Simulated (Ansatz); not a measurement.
Species: CH4ClSi, charge 0, doublet. CH4ClSi (SMILES [SiH](Cl)C, doublet).
B3LYP-D3(BJ)/def2-TZVP minimum from Ansatz (a program for electronic structure):
```xyz
7

Si     0.0665    -0.5755     0.5672
C     -1.3759    -1.2537    -0.4190
Cl     0.7459     1.1748    -0.3258
H     -0.3407    -0.2237     1.9548
H     -2.1777    -0.5121    -0.4649
H     -1.7628    -2.1563     0.0585
H     -1.0738    -1.5003    -1.4370
```
Charge 0, spin multiplicity 2.

Wanted: atomisation energy (electronic, to ground-state atoms), in kJ/mol. Radicals and triplets start from unrestricted determinants; spin-orbit coupling is neglected. CBS(X,Y): correlation extrapolated as X^-3, Hartree-Fock from the larger set. A bracket is a step between two methods taken in the basis named. Functionals run without relativity, which enters their misses. Double hybrids freeze cores in their MP2 part. '+ core + X2C': CCSD(T) terms for core correlation (cc-pwCVTZ, 1s frozen past Ne) and scalar relativity (cc-pVTZ-DK). For partners of very few electrons the exact lower level stands in for a higher one.

CCSD(T)/CBS(cc-pV(T+d)Z,cc-pV(Q+d)Z) + [CCSDT(Q) - CCSD(T)]/cc-pV(D+d)Z + core + X2C (Ansatz) gives 2300.7 kJ/mol.

### Question
How far off this value is PBE/def2-TZVPD (Ansatz), in which direction, and which of these levels come nearer: r2SCAN/def2-TZVPD, B3LYP/def2-TZVPD, wB97M-V/def2-TZVPD, B2PLYP/def2-TZVPD, CCSD(T)/CBS(cc-pV(T+d)Z,cc-pV(Q+d)Z) + core + X2C?

### Answer
PBE gives 2306.6 kJ/mol, 5.9 kJ/mol above it. Differences of the others: r2SCAN/def2-TZVPD (Ansatz) 13.1; B3LYP/def2-TZVPD (Ansatz) -30.6; wB97M-V/def2-TZVPD (Ansatz) -3.4; B2PLYP/def2-TZVPD (Ansatz) -41.8; CCSD(T)/CBS(cc-pV(T+d)Z,cc-pV(Q+d)Z) + core + X2C (Ansatz) -1.5 kJ/mol. Nearer than PBE: wB97M-V/def2-TZVPD, CCSD(T)/CBS(cc-pV(T+d)Z,cc-pV(Q+d)Z) + core + X2C.
